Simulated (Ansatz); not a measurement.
# Molecular dynamics of AlBrCl2FH

Input file:

```yaml
crystal:
  periodic: [false, false, false]
  atoms:
    - { symbol: Al, position_ang: [0.136242, -0.327172, 0.052405] }
    - { symbol: Cl, position_ang: [0.102556, 0.194644, 2.259236] }
    - { symbol: Cl, position_ang: [1.811835, 0.389137, -0.969773] }
    - { symbol: F, position_ang: [-1.382959, -0.150035, -0.588908] }
    - { symbol: Br, position_ang: [0.420134, -2.63182, 0.84915] }
    - { symbol: H, position_ang: [0.27349, -1.406254, 2.014692] }
basis:
  gaussian: { orbitals: def2-SVP }
hamiltonian:
  xc: b3lyp
  dispersion: d4
md:
  timestep: 0.5
  n_steps: 200
  ensemble: nve
  temperature: 300.0
  initial_velocities: maxwell_boltzmann
  seed: 9164
```

Command:

```bash
$ ansatz run input.yaml --threads 2 --pin off --max-ram 3072MiB --backend cpu --events-out ev --progress --plain --runs-dir out
```

It starts at the highest image of a converged band, a first-order saddle point between two minima.

Output, in part (step lines, the closing report, with atoms numbered from 0):

```
md step     0: t =     0.00 fs  T =   300.0 K  F+E_penalty+E_count = -104409.44034396 eV  E_kin = 0.155112 eV  conserved = -104409.28523196 eV  (27 SCF iters)
md step     1: t =     0.50 fs  T =   299.2 K  F+E_penalty+E_count = -104409.43994253 eV  E_kin = 0.154711 eV  conserved = -104409.28523184 eV  (24 SCF iters)
md step     2: t =     1.00 fs  T =   296.9 K  F+E_penalty+E_count = -104409.43876312 eV  E_kin = 0.153532 eV  conserved = -104409.28523096 eV  (24 SCF iters)
md step     3: t =     1.50 fs  T =   293.2 K  F+E_penalty+E_count = -104409.43682143 eV  E_kin = 0.151592 eV  conserved = -104409.28522953 eV  (24 SCF iters)
md step     4: t =     2.00 fs  T =   288.0 K  F+E_penalty+E_count = -104409.43414468 eV  E_kin = 0.148917 eV  conserved = -104409.28522722 eV  (24 SCF iters)
md step     5: t =     2.50 fs  T =   281.5 K  F+E_penalty+E_count = -104409.43077214 eV  E_kin = 0.145548 eV  conserved = -104409.28522414 eV  (24 SCF iters)
md step     6: t =     3.00 fs  T =   273.7 K  F+E_penalty+E_count = -104409.42675408 eV  E_kin = 0.141534 eV  conserved = -104409.28522050 eV  (24 SCF iters)
md step     7: t =     3.50 fs  T =   264.8 K  F+E_penalty+E_count = -104409.42215063 eV  E_kin = 0.136934 eV  conserved = -104409.28521629 eV  (24 SCF iters)
[... lines left out ...]
Total energy: -104409.55497936 eV, -3836.9803741532 hartree
Atom 0 at     0.073444     0.024152     0.197713 Å, force     1.413119    -0.301945     0.136781 eV/Å
Atom 1 at     0.113839     0.351302     2.277894 Å, force    -0.163841     0.309719    -0.099264 eV/Å
Atom 2 at     1.793329     0.359070    -1.003932 Å, force    -0.366087     0.019343     0.383880 eV/Å
Atom 3 at    -1.279699    -0.273048    -0.663238 Å, force    -0.932443     0.027338    -0.257868 eV/Å
Atom 4 at     0.424209    -2.762664     0.822987 Å, force     0.124829    -0.137869    -0.400749 eV/Å
Atom 5 at    -0.060774    -2.571820     2.145183 Å, force    -0.075577     0.083415     0.237220 eV/Å
Dipole moment:    -0.041312    -0.416543     0.388842 e Å
```

The steps, from the saved trajectory:

```
time (fs)  T (K)  potential energy less start (eV)  conserved less start (meV/atom)
      0.0    300                             0.000                             0.00
      3.0    274                             0.014                             0.00
      6.0    209                             0.047                             0.01
      9.0    138                             0.084                             0.01
     12.0     99                             0.104                             0.02
     15.0    103                             0.102                             0.01
     18.0    134                             0.086                             0.01
     21.0    162                             0.071                             0.01
     24.0    174                             0.065                             0.01
     27.0    178                             0.063                             0.01
     30.0    185                             0.060                             0.01
     33.0    184                             0.060                             0.00
     36.0    162                             0.071                             0.01
     39.0    124                             0.091                             0.01
     42.0     88                             0.110                             0.01
     45.0     65                             0.122                             0.01
     48.0     77                             0.115                             0.02
     51.0    140                             0.083                             0.01
     54.0    221                             0.041                             0.00
     57.0    292                             0.004                             0.01
     60.0    358                            -0.030                             0.00
     63.0    388                            -0.045                             0.01
     66.0    420                            -0.062                             0.01
     69.0    459                            -0.082                             0.00
     72.0    476                            -0.091                             0.01
     75.0    492                            -0.099                             0.00
     78.0    467                            -0.086                             0.01
     81.0    466                            -0.086                             0.00
     84.0    474                            -0.090                             0.01
     87.0    518                            -0.113                             0.00
     90.0    559                            -0.134                             0.00
     93.0    584                            -0.147                             0.00
     96.0    580                            -0.145                             0.00
     99.0    533                            -0.120                             0.01
```

The run went to its last step. The conserved energy stayed within 0.017 meV per atom of its start (net change 0.0013 meV per atom), so the integration is sound. The kinetic energy rose, since the run started high on the potential surface and went downhill. A run of 0.1 ps of so small a system gives no equilibrium averages. The orbitals stay closed-shell, which can raise the energy where a bond breaks towards radicals; this wasn't checked here.

Between its relaxed ends the band would form Cl2–H6 and break Br5–H6. These pairs go: Cl2–H6 1.63 → 2.93 Å, Br5–H6 1.70 → 1.42 Å. In the last frame they stand as before the step (other bonds may differ from the relaxed reactants and products). It ends as one piece, AlBrCl2FH. Pairs count as bonded within 1.25 times the sum of covalent radii (0.12 Å more for H–H).

Last frame:

```xyz
6
Properties=species:S:1:pos:R:3
Al 0.073 0.024 0.198
Cl 0.114 0.351 2.278
Cl 1.793 0.359 -1.004
F -1.280 -0.273 -0.663
Br 0.424 -2.763 0.823
H -0.061 -2.572 2.145
```

The run took 11 min on 2 threads of Arm Neoverse V1, with other jobs on the host, peak memory 0.26 GiB.
